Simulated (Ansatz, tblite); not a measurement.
Removing and adding an electron: the cluster Mg2Te2. Charge 0, multiplicity 1. Geometry: r2SCAN-D4/def2-SVP. Ansatz, gas phase; energy differences of separate SCF runs; the oxidised species was run as a doublet alone; the reduced species was run as a doublet alone.

```xyz
4

Mg   -0.821    0.398   -1.065
Mg    0.821   -0.398    1.065
Te    1.612   -0.614   -1.473
Te   -1.612    0.614    1.473
```

In the def2 sets Te takes a core potential; there is no spin–orbit coupling. The xTB rows come from tblite. The structure comes from a short search, and lower isomers may exist.

```csv
level,−HOMO (eV),vertical IE (eV),−LUMO (eV),vertical EA (eV),HOMO–LUMO gap (eV),IE − EA (eV),remarks
GFN1-xTB,9.10,12.19,7.30,4.42,1.80,7.77,–
GFN2-xTB,7.00,10.76,4.87,1.39,2.14,9.37,–
PBE-D4/def2-TZVP,4.87,7.16,3.32,–,1.55,–,–
PBE-D4/def2-TZVPD,4.88,–,3.32,1.66,1.56,–,HOMO above zero (-1 doublet)
r2SCAN-D4/def2-TZVP,5.06,7.24,3.07,–,1.99,–,–
r2SCAN-D4/def2-TZVPD,5.06,–,3.06,1.72,1.99,–,–
PBE0-D4/def2-TZVP,5.75,7.35,2.72,–,3.03,–,–
PBE0-D4/def2-TZVPD,5.76,–,2.73,1.62,3.03,–,–
```

   A HOMO above zero means that the electron is unbound at that level or that self-interaction error raises the level; the energy of removing that electron tells which. Raw xTB energy differences between charge states are shifted by several eV; the methods need an empirical correction for them.
